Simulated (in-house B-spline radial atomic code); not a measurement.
## Correlation energy from the adiabatic connection: ω²r²/2, ω = 0.114

Two electrons in a singlet, external potential ω²r²/2, ω = 0.114 (atomic units). Full CI in B-splines (partial waves to l = 8, correlation up to 0.6 % small) with the density held fixed gives W(λ) = <V_ee>_λ − U, and E_c is the integral of W(λ) − W(0) from 0 to 1.

| λ | W(λ) − W(0) (hartree) |
| --- | --- |
| 0 | 0.00000 |
| 0.02 | -0.00204 |
| 0.05 | -0.00494 |
| 0.12 | -0.01105 |
| 0.25 | -0.02035 |
| 0.4 | -0.02861 |
| 0.6 | -0.03681 |
| 0.8 | -0.04288 |
| 1 | -0.04757 |

(1) Integrate the table by the trapezoid rule.

(2) Now use only three numbers: W(0) = -0.22726, the initial slope W'(0) = -0.1041 (extrapolated from the first points) and the strong-coupling limit of the point-charge-plus-continuum model, W∞ = -0.30784. What do second-order theory and the interpolation W(λ) = W∞ + (W(0) − W∞)/√(1 + 2χλ) of Seidl, Perdew and Levy give?

Results:

(1) The strips give -0.00002, -0.00010, -0.00056, -0.00204, -0.00367, -0.00654, -0.00797, -0.00904, which sum to -0.02995 hartree. The direct value, W(1) − W(0) + T_c with T_c = 0.01746, is -0.03010; the curve is convex, so chords lie above it and the trapezoids fall short in size by 0.50 %.

(2) Second order keeps the slope alone: E_c = W'(0)/2 = -0.05205, +73 % in size against -0.03010. Matching the slope fixes χ = W'(0)/(W∞ − W(0)) = -0.1041/(-0.08058) = 1.29188. Integrating, with s = √(1 + 2χ) = 1.893084, E_c = −(W(0) − W∞)(s − 1)/(s + 1) = −0.08058 × 0.893084/2.893084 = -0.02487 hartree, -17.4 % in size against the full result. At λ = 1 the formula gives W − W(0) = -0.03801 against -0.04757. Part of the miss can come from the model's W∞, which here lies above the computed W at λ = 10, -0.30889.
